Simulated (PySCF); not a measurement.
**Static response to an electric field**

Species: C8H12.
Cartesian coordinates in Å at the PBE0-D3(BJ)/def2-SVP level; atoms count from 1:
```xyz
20
C8H12 angstrom
C      2.646   -1.733    0.992
C      1.731   -1.198    0.225
C      0.814   -0.651   -0.532
C     -0.148    0.429   -0.087
C      0.083    1.674   -0.896
C      0.465    2.852   -0.401
C     -1.606   -0.043   -0.212
C     -1.943   -1.231    0.672
H      2.434   -2.625    1.592
H      3.654   -1.308    1.058
H      0.724   -0.989   -1.574
H      0.057    0.657    0.973
H     -0.088    1.577   -1.977
H      0.610    3.724   -1.044
H      0.649    2.986    0.670
H     -2.261    0.810    0.031
H     -1.809   -0.289   -1.270
H     -2.997   -1.527    0.557
H     -1.776   -0.995    1.735
H     -1.318   -2.104    0.428
```

Level: B3LYP/def2-SVPD (PySCF), static field, nuclei fixed, core orbitals frozen in the response. The polarisability tensor in these axes (au):

```
x   108.81  -9.87  14.29
y    -9.87 113.47 -11.96
z    14.29 -11.96  89.39
```

Question: Give the principal values, the mean and the anisotropy Δα = √{½[(α1 − α2)² + (α2 − α3)² + (α1 − α3)²]}.

Answer: Principal values 80.52, 101.49 and 129.66 au; mean 103.89 au = 15.39 Å³ = 17.13 × 10⁻⁴⁰ C²·m²/J; Δα = 42.71 au (41 % of the mean).

Question: What is the dipole moment, and where does it point?

Answer: (-0.38, -0.06, 0.00) D, 0.38 D in size, pointing from the negative to the positive side. Measured along this direction, the outermost atoms are H10 at the negative end and H18 at the positive end.

Question: Give the eigenvalues of the traceless quadrupole moment Θ = ½Σq(3rr − r²1), origin at the centre of nuclear charge.

Answer: -2.52, -0.90, 3.42 D·Å. The values depend on the origin, since the dipole doesn't vanish. The electronic extent ⟨r²⟩ about the same centre is 1284 bohr², a root-mean-square distance of 2.45 Å for the 60 electrons.

Question: Molar refractivity from α?

Answer: Lorentz–Lorenz: R = (4π/3)N_A α = 2.5225 cm³/(mol·Å³) × 15.39 Å³ = 38.8 cm³/mol, in the limit of long wavelengths.

Question: What depolarisation ratio follows for Rayleigh scattering of linearly polarised light, taking the static tensor?

Answer: ρ = 3Δα²/(45ᾱ² + 4Δα²) = 5471.6/(485669 + 7295.4) = 0.0111.

Question: Refractivity n − 1 of an ideal gas of it at 273.15 K and 1 atm, from the electronic α?

Answer: N = p/kT = 2.6868 × 10¹⁹ cm⁻³, so n − 1 = 2π × N × 15.39 × 10⁻²⁴ cm³ = 2599 × 10⁻⁶ at long wavelengths, for an ideal gas.

Isolated species at its PBE0-D3(BJ)/def2-SVP geometry (one conformer only).
